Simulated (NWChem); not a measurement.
Species: HgCl cation; SMILES [Cl][Hg+]

```xyz
2

Hg     0.0000     0.0000    -0.4214
Cl     0.0000     0.0000     1.8568
```
Atoms are numbered in this order, from 1.

Results from NWChem. All runs use the structure optimised with PBE0/def2-SVP. def2 effective core potentials on Hg; no spin-orbit coupling. B3LYP is NWChem's, with the RPA form of VWN correlation. Vertical excitations in the gas phase; the lowest state need not have the same character in each row.

```csv
level,"lowest excitation, singlet (eV)",oscillator strength of that lowest state,"lowest state with f > 0.02, singlet (eV)",oscillator strength of that bright state,orbital gap (eV)
"PBE/def2-SVPD, full TDDFT",(withheld),0.001,(withheld),(withheld),(withheld)
"B3LYP/def2-SVPD, full TDDFT",1.77,0.002,4.81,0.172,2.98
"Hartree-Fock/def2-SVPD, TDHF",3.21,0.006,5.18,0.254,9.80
"PBE0/def2-SVPD, full TDDFT",1.94,0.002,4.94,0.184,3.51
```

Q: Fill in the missing entries.

A: 
- PBE/def2-SVPD, full TDDFT, lowest excitation, singlet (eV): 1.57
- PBE/def2-SVPD, full TDDFT, lowest state with f > 0.02, singlet (eV): 4.77
- PBE/def2-SVPD, full TDDFT, oscillator strength of that bright state: 0.139
- PBE/def2-SVPD, full TDDFT, orbital gap (eV): 1.30
